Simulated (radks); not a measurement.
Spherical quantum dot in the effective-mass picture: electrons in a hard-walled sphere of radius 5.15, all in effective atomic units (hartree* = m*/eps^2 hartree, bohr* = eps/m* bohr), one dielectric constant everywhere. Calculated with a radial shooting solver with Libxc functionals: non-relativistic Kohn-Sham, LDA (Slater exchange, Perdew-Wang correlation), spin-polarised, spherical densities. Levels are named by radial order and angular momentum (1s, 1p, 1d, 2s, ...), and open shells are averaged over m.

N = 24, configuration 1s2 1p6 1d10 1f(up 6, down 0). This is the lowest configuration that the search found. Occupied and some empty levels:

| level | occupation | eigenvalue (hartree*) | <r> (bohr*) |
|---|---|---|---|
| 1s up | 1 | 5.9101 | 3.654 |
| 1s down | 1 | 5.9552 | 3.631 |
| 1p up | 3 | 5.9959 | 3.736 |
| 1p down | 3 | 6.0426 | 3.723 |
| 1d up | 5 | 6.1522 | 3.819 |
| 1d down | 5 | 6.2004 | 3.812 |
| 1f up | 6 | 6.3715 | 3.894 |
| 1f down | 0 | 6.4208 | 3.890 |
| 1g up | 0 | 6.6490 | 3.961 |
| 2s up | 0 | 6.6812 | 2.304 |
| 2s down | 0 | 6.6960 | 2.295 |
| 1g down | 0 | 6.6989 | 3.959 |
| 2p up | 0 | 6.9832 | 2.703 |
| 2p down | 0 | 7.0042 | 2.694 |
| 2d up | 0 | 7.3529 | 2.954 |
| 2d down | 0 | 7.3786 | 2.945 |

Energy (hartree*): total 80.1311, kinetic 17.926, external 0, Hartree 70.332, exchange-correlation -8.1269.

Electron density:

| r (bohr*) | n(r) (e/bohr*^3) |
|---|---|
| 0.410 | 0.0009979 |
| 0.794 | 0.001563 |
| 1.18 | 0.002871 |
| 1.56 | 0.005599 |
| 1.95 | 0.01088 |
| 2.33 | 0.02020 |
| 2.71 | 0.03498 |
| 3.10 | 0.05476 |
| 3.48 | 0.07449 |
| 3.87 | 0.08247 |
| 4.25 | 0.06612 |
| 4.63 | 0.02956 |
| 5.02 | 0.002133 |
